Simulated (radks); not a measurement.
Spherical quantum dot in the effective-mass picture: electrons in a parabolic well V = omega^2 r^2 / 2 with omega = 1.48, with a point charge +1 (a donor) at the centre, all in effective atomic units (hartree* = m*/eps^2 hartree, bohr* = eps/m* bohr), one dielectric constant everywhere. Method: non-relativistic Kohn-Sham, PBE, spin-polarised, spherical densities; computed with a radial shooting solver with Libxc functionals. Levels are named by radial order and angular momentum (1s, 1p, 1d, 2s, ...), and open shells are averaged over m.

N = 5, configuration 1s2 1p(up 3, down 0). This is the lowest configuration that the search found. Occupied and some empty levels:

level,occupation,eigenvalue (hartree*),<r> (bohr*)
1s up,1,4.2903,0.9063
1s down,1,4.4538,0.8816
1p up,3,5.7904,1.297
1p down,0,6.0176,1.302
2s up,0,6.9164,1.391
2s down,0,7.0490,1.411
1d up,0,7.1360,1.551
1d down,0,7.3501,1.568
1f up,0,8.4936,1.760
1f down,0,8.6779,1.779

Energy (hartree*): total 17.0964, kinetic 7.4645, external 2.5951, Hartree 9.8647, exchange-correlation -2.8278.
